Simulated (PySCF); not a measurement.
# `O=C(OC)C#CC(=O)O`, C5H4O4

Molfile (atoms numbered from 1):
```
C5H4O4
     RDKit          3D

 13 12  0  0  0  0  0  0  0  0999 V2000
   -3.0654    0.1788   -0.4107 C   0  0  0  0  0  0  0  0  0  0  0  0
   -1.6555    0.2677   -0.5653 O   0  0  0  0  0  0  0  0  0  0  0  0
   -0.9308   -0.4080    0.3254 C   0  0  0  0  0  0  0  0  0  0  0  0
   -1.3703   -1.0699    1.2263 O   0  0  0  0  0  0  0  0  0  0  0  0
    0.4852   -0.2411    0.0679 C   0  0  0  0  0  0  0  0  0  0  0  0
    1.6789   -0.1425   -0.0652 C   0  0  0  0  0  0  0  0  0  0  0  0
    3.1012   -0.0585   -0.3111 C   0  0  0  0  0  0  0  0  0  0  0  0
    3.6755   -0.7043   -1.1434 O   0  0  0  0  0  0  0  0  0  0  0  0
    3.6872    0.8256    0.4974 O   0  0  0  0  0  0  0  0  0  0  0  0
   -3.3647    0.5679    0.5648 H   0  0  0  0  0  0  0  0  0  0  0  0
   -3.4946    0.7776   -1.2098 H   0  0  0  0  0  0  0  0  0  0  0  0
   -3.3914   -0.8604   -0.4913 H   0  0  0  0  0  0  0  0  0  0  0  0
    4.6404    0.8676    0.3183 H   0  0  0  0  0  0  0  0  0  0  0  0
  1  2  1  0
  2  3  1  0
  3  4  2  0
  3  5  1  0
  5  6  3  0
  6  7  1  0
  7  8  2  0
  7  9  1  0
  1 10  1  0
  1 11  1  0
  1 12  1  0
  9 13  1  0
M  END
```

Computed with GIAO B3LYP/6-31++G** magnetisability, rotational g tensor and spin-rotation constants, non-relativistic, gas phase (PySCF). Geometry: GFN2-xTB.

Problem. Give the nuclear spin-rotation constants along the inertial axes (H = +C I·J) beside the isotropic shieldings.

Solution. Rotational constants 5.1208, 0.6063, 0.5917 GHz. A star marks the isotopologue with that one atom substituted, in its own axes.
| atom | isotope | Caa (kHz) | Cbb (kHz) | Ccc (kHz) | mean (kHz) | σ (ppm) |
| --- | --- | --- | --- | --- | --- | --- |
| H10 | 1H | -0.433 | -0.011 | -0.033 | -0.159 | 27.9 |
| H11 | 1H | -0.472 | 0.012 | -0.053 | -0.171 | 28.1 |
| H12 | 1H | -0.423 | -0.063 | 0.017 | -0.156 | 27.9 |
| H13 | 1H | 0.377 | -0.078 | -0.067 | 0.077 | 25.6 |
| C1 | 13C* | 0.668 | 0.130 | 0.114 | 0.304 | 141.9 |
| O2 | 17O* | -1.505 | -0.110 | -0.071 | -0.562 | 152.6 |
| C3 | 13C* | 2.288 | 0.171 | 0.143 | 0.867 | 46.9 |
| O4 | 17O* | -2.398 | -0.328 | -0.072 | -0.932 | -66.1 |
| C5 | 13C* | 0.341 | 0.173 | 0.182 | 0.232 | 117.1 |
| C6 | 13C* | 0.329 | 0.179 | 0.167 | 0.225 | 121.0 |
| C7 | 13C* | 2.173 | 0.146 | 0.173 | 0.831 | 49.0 |
| O8 | 17O* | -2.356 | -0.142 | -0.256 | -0.918 | -65.2 |
| O9 | 17O* | -1.335 | -0.110 | -0.099 | -0.515 | 145.8 |

For the geometry as given, no vibrational averaging.
